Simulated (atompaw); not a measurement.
# Reading a pseudo-wave (Ga)

Columns: radius, all-electron u(r) and pseudo u(r) of the 4s shell (level -8.95 eV) of gallium in the configuration [Ar] 3d10 4s2 4p1; PBE, scalar-relativistic, PAW (atompaw) scheme, atompaw 4.2.0.5.

```json
{"r (bohr)": "0.085", "all-electron": "0.0855", "pseudo": "0.0415"}
{"r (bohr)": "0.169", "all-electron": "0.1809", "pseudo": "0.0825"}
{"r (bohr)": "0.254", "all-electron": "0.0128", "pseudo": "0.1242"}
{"r (bohr)": "0.338", "all-electron": "-0.1783", "pseudo": "0.1656"}
{"r (bohr)": "0.423", "all-electron": "-0.2915", "pseudo": "0.2077"}
{"r (bohr)": "0.508", "all-electron": "-0.3125", "pseudo": "0.2500"}
{"r (bohr)": "0.592", "all-electron": "-0.2643", "pseudo": "0.2918"}
{"r (bohr)": "0.677", "all-electron": "-0.1730", "pseudo": "0.3340"}
{"r (bohr)": "0.762", "all-electron": "-0.0606", "pseudo": "0.3758"}
{"r (bohr)": "0.846", "all-electron": "0.0562", "pseudo": "0.4166"}
{"r (bohr)": "0.931", "all-electron": "0.1708", "pseudo": "0.4568"}
{"r (bohr)": "1.015", "all-electron": "0.2753", "pseudo": "0.4952"}
{"r (bohr)": "1.100", "all-electron": "0.3694", "pseudo": "0.5323"}
{"r (bohr)": "1.185", "all-electron": "0.4506", "pseudo": "0.5670"}
{"r (bohr)": "1.269", "all-electron": "0.5183", "pseudo": "0.5986"}
{"r (bohr)": "1.354", "all-electron": "0.5745", "pseudo": "0.6274"}
{"r (bohr)": "1.438", "all-electron": "0.6191", "pseudo": "0.6523"}
{"r (bohr)": "1.523", "all-electron": "0.6539", "pseudo": "0.6734"}
{"r (bohr)": "1.608", "all-electron": "0.6796", "pseudo": "0.6902"}
{"r (bohr)": "1.692", "all-electron": "0.6971", "pseudo": "0.7024"}
{"r (bohr)": "1.777", "all-electron": "0.7079", "pseudo": "0.7101"}
{"r (bohr)": "1.862", "all-electron": "0.7125", "pseudo": "0.7133"}
{"r (bohr)": "1.946", "all-electron": "0.7120", "pseudo": "0.7122"}
{"r (bohr)": "2.031", "all-electron": "0.7071", "pseudo": "0.7071"}
{"r (bohr)": "2.115", "all-electron": "0.6985", "pseudo": "0.6985"}
{"r (bohr)": "2.200", "all-electron": "0.6867", "pseudo": "0.6867"}
```

Question: How many radial nodes do the two functions have?

Answer: The all-electron 4s function has n − l − 1 = 3 (the table is too coarse to show those close to the nucleus); the pseudo-wave has 0, since the states of the same l below it are removed with the core.

Question: Where does each function peak?

Answer: Outermost all-electron maximum near 1.86 bohr, pseudo maximum near 1.86 bohr (to the table’s step).

Question: Is the pseudo-wave norm-conserving?

Answer: No, it belongs to a PAW set: the norm inside the radius is not constrained, and the difference is carried by the augmentation charge.
